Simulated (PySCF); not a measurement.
The same groups moved round the core (propene methyl+boryl). Gas-phase values, no solvent. One relaxed conformer stands for each flexible species; it need not be the lowest. Strings in code marks are SMILES.

Excitations are Tamm–Dancoff values on a coarser integration grid. The basis has no diffuse functions, so Rydberg states are missing or too high.

A: `C/C=C(\C)B`
B: `B/C(C)=C\C`
C: `CC/C=C/B`
D: `B/C=C\CC`
E: `BCC(=C)C`
F: `BC/C=C\C`

Task: Order them by HOMO (lowest first) at the level M06-2X/def2-TZVP in PySCF.

Result: C (-9.08 eV), D (-9.03 eV), A (-8.64 eV), B (-8.54 eV), F (-8.24 eV), E (-8.13 eV)
